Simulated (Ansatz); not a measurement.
Consider the formal exchange of groups at the Si–C bond: `N[SiH2]/C=C/[SiH3]` + `OCO` → `N[SiH2]C(O)O` + `C=C[SiH3]`.

Computed with Ansatz on PBE0-D4/def2-TZVP structures; ΔE is electronic, products minus reactants. CCSD(T)/CBS adds triple-zeta CCSD(T) − MP2 to the extrapolated MP2 energy (def2 sets, frozen cores). This one scheme is used for every species. DFT in def2-TZVPP. B3LYP here is the variant with VWN-RPA as its local correlation; programs differ in this. One conformer a species, not always the lowest.

```tsv
level	ΔE (kJ/mol)
B3LYP-D4	20.5
PBE	18.0
SCS-MP2/def2-TZVPP	24.3
CCSD/def2-TZVPP	22.8
```

Q: What does CCSD(T)/CBS give? (An estimate is asked.)

A: Ansatz gave: +21.3 kJ/mol. The listed levels differ from it by -0.8, -3.3, 3.0, 1.5 kJ/mol.

Largest T1 diagnostic among the species: 0.012.

From PBE to PBE0 (25 % exact exchange), in def2-TZVPP and without D4, ΔE moves by +3.8 kJ/mol. In def2-TZVPP, CCSD(T) changes the Hartree–Fock value by −10.2 kJ/mol (the triples alone add −1.3 kJ/mol) and MP2 by −7.8 kJ/mol.

CCSD(T)/CBS has its own doubt, a few kJ/mol and more with outer-core shells, so smaller differences from it don't rank the levels.
